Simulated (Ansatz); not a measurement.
`CC[P+](CC)(CC)[In-]([Cl])([Cl])[Cl]`, charge 0, multiplicity 1.

(1) Give a relaxed structure at PBE0-D4/def2-TZVP (the Gaussian-basis code of Ansatz). (An estimate is asked.)

Results:

(1) The calculation gave: 
```xyz
26

C     0.421   -2.763   -0.149
C    -0.263   -1.614   -0.876
P    -0.089   -0.022   -0.014
C    -0.996   -0.161    1.558
C    -0.924    1.104    2.401
C    -0.947    1.229   -1.018
C    -0.287    1.463   -2.370
In    2.385    0.592    0.362
Cl    2.842   -0.374    2.455
Cl    2.344    2.942    0.324
Cl    3.447   -0.426   -1.471
H    -0.012   -2.940    0.837
H     0.317   -3.684   -0.726
H     1.488   -2.572   -0.022
H     0.188   -1.476   -1.862
H    -1.331   -1.809   -1.026
H    -0.540   -0.996    2.098
H    -2.031   -0.440    1.333
H     0.110    1.362    2.640
H    -1.379    1.959    1.897
H    -1.454    0.954    3.343
H    -1.993    0.923   -1.127
H    -0.933    2.151   -0.431
H    -0.820    2.244   -2.914
H     0.748    1.790   -2.253
H    -0.291    0.565   -2.990
```
Point group C3.
This is one stationary point; other conformers may exist.
